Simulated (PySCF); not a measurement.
C₂H₃B₂F₂N.
Structure used (PBE0-D3(BJ)/def2-SVP), in Å, numbered top down from 1:
```
atom  x, y, z in Å
N1    -2.092   -0.713    0.265
B2    -1.333   -0.091   -0.717
C3     0.149    0.228   -0.474
C4     1.334    0.483   -0.298
B5     2.810    0.770   -0.080
F6     3.222    1.868    0.523
F7     3.729   -0.083   -0.482
H8    -3.069   -0.937    0.134
H9    -1.721   -0.983    1.167
H10   -1.843    0.202   -1.772
```

Level of theory: core-valence-separated Tamm–Dancoff BHandHLYP/aug-pcX-1 (pcseg-1 on H) in PySCF, non-relativistic, gas phase, PBE0-D3(BJ)/def2-SVP geometry. No shift to experiment was applied.

Task: What does the B 1s absorption edge look like?

Result: 
| E (eV) | f | core hole on | main final orbital |
| --- | --- | --- | --- |
| 187.03 | 0.0729 | B2 | LUMO+1 (67 %) |
| 189.61 | 0.0881 | B5 | LUMO (59 %) |
| 189.70 | 0.0033 | B2 | LUMO (76 %) |
| 191.16 | 0.0025 | B2 | LUMO+2 (89 %) |
| 191.62 | 0.0119 | B2 | LUMO+4 (70 %) |
| 192.00 | 0.0004 | B2 | LUMO+3 (60 %) |
| 192.16 | 0.0006 | B2 | LUMO+5 (82 %) |
| 192.63 | 0.0168 | B2 | LUMO+12 (41 %) |
| 192.77 | 0.0075 | B5 | LUMO+1 (76 %) |
| 192.97 | 0.0001 | B2 | LUMO+6 (52 %) |
| 193.10 | 0.0006 | B2 | LUMO+7 (64 %) |

The first line with a tenth or more of the strongest one's intensity is at 187.03 eV (f = 0.073), with the hole on B2 (three-coordinate boron). The strongest listed is at 189.61 eV (f = 0.088; B5).

Task: List the nitrogen K-edge absorption lines.

Result: 
```
E (eV)       f  core hole on  main final orbital
398.30  0.0275            N1       LUMO+1 (71 %)
399.59  0.0062            N1         LUMO (37 %)
400.54  0.0305            N1              spread
400.75  0.0086            N1       LUMO+2 (42 %)
401.98  0.0045            N1       LUMO+5 (63 %)
402.16  0.0004            N1       LUMO+4 (46 %)
402.73  0.0049            N1       LUMO+3 (52 %)
```

The first line with a tenth or more of the strongest one's intensity is at 398.30 eV (f = 0.027), with the hole on N1 (boron-bound nitrogen). The strongest listed is at 400.54 eV (f = 0.031; N1).

Task: Give energies, oscillator strengths and core holes at the C K edge.

Result: 
```
E (eV)       f  core hole on  main final orbital            polarisation
281.98  0.0638            C3         LUMO (66 %)  across the triple bond
282.06  0.0571            C4       LUMO+1 (62 %)  across the triple bond
282.59  0.0255            C4         LUMO (62 %)  across the triple bond
282.75  0.0345            C3       LUMO+1 (70 %)  across the triple bond
286.11  0.0062            C4       LUMO+2 (44 %)  across the triple bond
286.38  0.0207            C4              spread  across the triple bond
286.40  0.0011            C3       LUMO+2 (58 %)  across the triple bond
286.43  0.0280            C3              spread  across the triple bond
287.01  0.0017            C3       LUMO+3 (39 %)  across the triple bond
287.11  0.0058            C4              spread                   mixed
287.19  0.0013            C4       LUMO+5 (78 %)  across the triple bond
```

The first line with a tenth or more of the strongest one's intensity is at 281.98 eV (f = 0.064), with the hole on C3 (alkyne carbon), polarised across the triple bond: a 1s→π* resonance. It is also the strongest listed.

Roots within 0.03 eV whose holes lie on the same, on equivalent or on shared atoms are summed into one line, and the highest roots are left out, as the search may have cut off their partners. Final orbitals are the ground state's empty Kohn–Sham orbitals. A dash: too weak, shared between unlike atoms, or no plane or axis to refer to.

Task: What length of transition dipole belongs to the line at 187.03 eV?

Result: From f = (2/3) ΔE |μ|² in atomic units, with ΔE = 6.873 Eh and f = 0.0729: |μ| = 0.126 au = 0.32 D.

The list ends where the root search ended, not at a threshold.
